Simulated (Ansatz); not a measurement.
```xyz
18

C     0.0000    1.4800    0.0000
C     1.2817    0.7400    0.0000
C     1.2817   -0.7400    0.0000
C     0.0000   -1.4800    0.0000
C    -1.2817   -0.7400    0.0000
C    -1.2817    0.7400    0.0000
C     2.5634    1.4800    0.0000
C     3.8451    0.7400    0.0000
C     3.8451   -0.7400    0.0000
C     2.5634   -1.4800    0.0000
H     0.0000    2.5650    0.0000
H     0.0000   -2.5650    0.0000
H    -2.2214   -1.2825    0.0000
H    -2.2214    1.2825    0.0000
H     2.5634    2.5650    0.0000
H     4.7848    1.2825    0.0000
H     4.7848   -1.2825    0.0000
H     2.5634   -2.5650    0.0000
```

Basis set: def2-TZVP (spherical functions). Charge 0, multiplicity 1.

Computed with Ansatz (development build ahead of 0.2.0); each method stands on the lowest determinant of its kind that the runs found. Restricted functionals stand beside restricted open-shell atoms, which can lie above the unrestricted atoms usual in DFT and then raise those values.

The atomization energy at this shape (free ground-state atoms in the same class of orbitals less the molecule, no zero-point energy) of singlet C10H8:

```csv
method,atomization energy
ωB97X (unrestricted),91.77 eV
PBE0 (restricted),93.93 eV
RHF,68.86 eV
```

(1) What does PBE0 (unrestricted) give?

Answers

(1) 93.40 eV. Caution: the shape is not the minimum. Caution for RHF: in another basis set an unrestricted determinant lies well below.
